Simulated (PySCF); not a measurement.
# Polarisability and C₆ of Hf (hafnium, neutral)

[Xe] 4f14 5d2 6s2, high-spin 3F determinant. All numbers are calculated (PySCF 2.14, scalar relativity through the core potential, in def2-TZVPPD with the def2 core potential (60 electrons) (6s5p3d2f1g, 59 functions)). Coupled (time-dependent) response in atomic units; α is the mean over directions.

| method | mean α (bohr³) | C₆ (like pair) | S(−4) |
| --- | --- | --- | --- |
| revPBE | 99.88 | 1293 | 4816 |

S(−4) is the Cauchy moment in α(ω) = α(0) + S(−4) ω² + …

Reference α: 103 ± 6 bohr³ (recommended; Schwerdtfeger and Nagle, table of static dipole polarizabilities (2023 update)). Published C₆: 1040 (Gould and Bucko (2016)).

Spin-orbit coupling is absent.

α(iu) at revPBE:

| u (hartree) | α(iu) (bohr³) |
| --- | --- |
| 0 | 99.88 |
| 0.0500 | 89.71 |
| 0.100 | 70.71 |
| 0.200 | 41.73 |
| 0.300 | 27.07 |
| 0.500 | 14.68 |
| 0.750 | 8.760 |
| 1.00 | 5.983 |
| 1.50 | 3.399 |
| 2.00 | 2.210 |
| 3.00 | 1.144 |
| 5.00 | 0.4606 |

A single London oscillator, α(iu) = α/(1 + u²/ω²), gives C₆ = (3/4) ω α². Matching the computed C₆ needs ω = 4 × 1293 / (3 × 99.88²) = 0.173 hartree.

Energies and moments cover only the electrons outside the core potential. Spin-orbit coupling, absent here, splits the open shell strongly.
